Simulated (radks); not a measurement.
Charge is removed step by step from the 2s up level of B2+, starting from [He] 2s(up 1, down 0). Calculated with a radial shooting solver on a logarithmic mesh with Libxc functionals: non-relativistic Kohn-Sham, PBEsol, spin-polarised, spherical densities, point nucleus.

removed (e),E - E(0) (eV),eigenvalue (eV)
0,0.000,-32.459
0.25,8.483,-35.394
0.5,17.686,-38.198
0.75,27.558,-40.700

The mean slope of the eigenvalue, de/dn, is 11.0 eV per electron.
